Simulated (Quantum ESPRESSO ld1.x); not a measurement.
Question: All-electron atom: Pr12+ in [Kr] 4d10 5s1 (the NIST ground configuration). All-electron calculation, Dirac Kohn-Sham, relativistic LDA (MacDonald-Vosko exchange, VWN5 correlation), spin-unpolarised, spherical densities, point nucleus. Program: ld1.x of Quantum ESPRESSO 7.5. Some entries of the table are withheld. Estimate them.

| orbital | occ. | eigenvalue (Ry) | <r^2> (bohr^2) | r(max) (bohr) |
|---|---|---|---|---|
| 1s1/2 | 2 | -3067.63 | 0.0007956 | 0.015 |
| 2s1/2 | 2 | -507.273 | 0.01255 | 0.087 |
| 2p1/2 | 2 | -480.858 | 0.009178 | 0.067 |
| 2p3/2 | 4 | -445.785 | 0.01043 | 0.072 |
| 3s1/2 | 2 | -121.959 | 0.08513 | 0.249 |
| 3p1/2 | 2 | (1) | 0.07992 | 0.237 |
| 3p3/2 | 4 | (2) | 0.08732 | 0.247 |
| 3d3/2 | 4 | -83.7182 | (3) | 0.199 |
| 3d5/2 | 6 | -82.2114 | (4) | 0.202 |
| 4s1/2 | 2 | -36.3325 | 0.4257 | 0.577 |
| 4p1/2 | 2 | -32.0281 | 0.4482 | 0.582 |
| 4p3/2 | 4 | -30.4456 | 0.4848 | 0.606 |
| 4d3/2 | 4 | (5) | (6) | 0.620 |
| 4d5/2 | 6 | (7) | (8) | 0.625 |
| 5s1/2 | 1 | -15.4166 | 1.750 | 1.21 |

Answer: 
(1) 3p1/2 eigenvalue (Ry): -110.623
(2) 3p3/2 eigenvalue (Ry): -103.665
(3) 3d3/2 <r^2> (bohr^2): 0.07101
(4) 3d5/2 <r^2> (bohr^2): 0.07310
(5) 4d3/2 eigenvalue (Ry): -23.2777
(6) 4d3/2 <r^2> (bohr^2): 0.5460
(7) 4d5/2 eigenvalue (Ry): -22.9847
(8) 4d5/2 <r^2> (bohr^2): 0.5587
